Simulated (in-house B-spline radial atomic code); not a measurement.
The numbers below are computed, except where a source is named.
## Mg in an electron gas of r_s = 1.65: phase shifts, screening and friction

A nucleus sits in a uniform electron gas with a rigid positive background. The Kohn-Sham equations are solved self-consistently in the spin-unpolarised LDA (PW92), non-relativistic, on B-splines with outgoing waves at the boundary and partial waves to l = 8. The model has no lattice, no bands and no magnetic solution. Atomic units; δ_l are the phase shifts at the Fermi level, counted so that each bound state adds π, and good to about 0.0005.

The density parameter is r_s = 1.65 bohr.

```csv
l,δ_l (rad)
0,5.8978
1,3.4326
2,0.4003
3,0.0659
4,0.0147
5,0.0037
6,0.0009
7,0.0002
8,0.0000
```

Bound levels below the band bottom (hartree): s -45.4, s -2.441, p -1.252.

Check the Friedel sum rule, and say where the screening charge sits.

k_F = (9π/4)^(1/3)/r_s = 1.16313. The rule is Z = (2/π) Σ (2l + 1) δ_l. The terms are s 3.755, p 6.556, d 1.274, f 0.294 and 0.119 beyond, in all 11.998 against Z = 12. Bound states hold 4 s, 6 p, 0 d electrons, so the scattering states carry 2.00 in all; where a term is smaller than its bound count, the bound level has drawn weight out of the band.

Find the transport cross section and the electronic stopping of a 5 keV Mg ion (mass 24.3 u).

σ_tr = (4π/k_F²) Σ (l + 1) sin²(δ_l − δ_(l+1)). The terms for l = 0 to 3 are 0.3919, 0.0238, 0.3232, 0.0105, all together 0.7499, so σ_tr = 9.289 × 0.7499 = 6.966 bohr². With n = 3/(4π r_s³) = 0.05314, the friction coefficient is Q = n k_F σ_tr = 0.4306. For v well below v_F = 1.163, dE/dx = Q v; with 24801 eV per u at v = 1, v = √(5000/(24801 × 24.3)) = 0.0911, so dE/dx = 0.03922 hartree/bohr = 20.2 eV/nm. The largest term couples the s and p waves.
